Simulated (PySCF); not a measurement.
Si(F)(OH)2(SH) (FH3O2SSi), SMILES O[Si](O)(F)S. Coordinates come from a TPSSh-D3(BJ)/def2-SVP optimisation. Other conformers were not sampled.

Give the equilibrium geometry at TPSSh-D3(BJ)/def2-SVP (PySCF confirms it by a frequency run) as bond lengths and angles. (The exact figures need the calculation; the answer reports its results.)

Several could match; the one computed here: 
Atoms: O1 Si2 O3 F4 S5 H6 H7 H8. Bonded distances (Å): O1–Si2 1.650, O1–H6 0.967, Si2–O3 1.642, Si2–F4 1.626, Si2–S5 2.127, O3–H7 0.969, S5–H8 1.352. Angles (°): Si2–O1–H6 117.2, O1–Si2–O3 106.7, O1–Si2–F4 109.5, O1–Si2–S5 113.8, O3–Si2–F4 110.6, O3–Si2–S5 110.8, F4–Si2–S5 105.5, Si2–O3–H7 115.6, Si2–S5–H8 92.4.
Charge 0, spin multiplicity 1.
